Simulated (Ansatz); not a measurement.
`OB[SiH2][ZnH]` + `C=O` → `O=C[SiH2]BO` + `[ZnH2]`  (formal exchange of groups at the Si–Zn bond)

Calculated with Ansatz (gas phase, PBE0-D4/def2-TZVP geometries, no zero-point term in ΔE). CCSD(T)/CBS adds triple-zeta CCSD(T) − MP2 to the extrapolated MP2 energy (def2 sets, frozen cores). This one scheme is used for every species. Functionals use def2-TZVPP. For Zn outer-core shells are correlated without core-valence functions, which leaves a few kJ/mol of doubt a bond. Scalar relativity is left out up to krypton. One conformer a species, not always the lowest.

`OB[SiH2][ZnH]`:

Cartesian coordinates in Å:
```
O 0.114 0.969 1.941
B -0.657 0.613 0.886
Si -0.137 -0.980 -0.233
Zn 1.179 -0.252 -2.081
H -0.192 1.764 2.388
H -1.610 1.296 0.600
H -1.366 -1.646 -0.762
H 0.628 -1.999 0.547
H 2.041 0.235 -3.285
```

`C=O`:

```xyz
4

C    -0.004    0.003   -0.001
O     0.936   -0.693    0.246
H    -1.043   -0.311    0.223
H     0.111    1.002   -0.468
```

`O=C[SiH2]BO`:

Cartesian coordinates in Å:
```
O -1.318 -1.077 1.017
C -1.545 -0.352 0.069
Si -0.108 0.618 -0.787
B 1.569 0.097 0.252
O 1.435 -0.758 1.275
H -2.598 -0.269 -0.282
H -0.483 2.060 -0.729
H -0.129 0.216 -2.223
H 2.668 0.508 0.005
H 0.509 -1.041 1.405
```

`[ZnH2]`:

Z-matrix (Å, degrees):
```
Zn
H 1 1.544
H 1 1.544 2 180.0
```

```json
{"level": "PBE-D4", "ΔE (kJ/mol)": "31.2"}
{"level": "r2SCAN-D4", "ΔE (kJ/mol)": "28.8"}
{"level": "B2PLYP", "ΔE (kJ/mol)": "29.6"}
{"level": "PBE", "ΔE (kJ/mol)": "34.1"}
{"level": "CCSD/def2-TZVPP", "ΔE (kJ/mol)": "31.1"}
{"level": "CCSD(T)/def2-TZVPP", "ΔE (kJ/mol)": "28.6"}
{"level": "MP2/CBS(def2)", "ΔE (kJ/mol)": "31.8"}
{"level": "CCSD/CBS(def2)", "ΔE (kJ/mol)": "33.6"}
```

**Question.** What does CCSD(T)/CBS give? (An estimate is asked.)

**Answer.** Ansatz gave: +31.0 kJ/mol. The listed levels differ from it by 0.2, -2.2, -1.4, 3.1, 0.1, -2.4, 0.8, 2.6 kJ/mol.

Largest T1 diagnostic among the species: 0.017.

In def2-TZVPP, CCSD(T) changes the Hartree–Fock value by −8.1 kJ/mol (the triples alone add −2.5 kJ/mol) and MP2 by −7.3 kJ/mol. The D4 term adds −4.7 kJ/mol with B3LYP and −2.3 kJ/mol with PBE0; it sums over pairs of atoms, weighted by their polarisabilities, and B3LYP, whose exchange is more repulsive, gets the larger term.

CCSD(T)/CBS has its own doubt, a few kJ/mol and more with outer-core shells, so smaller differences from it don't rank the levels.

B3LYP here is the variant with VWN-RPA as its local correlation; programs differ in this.
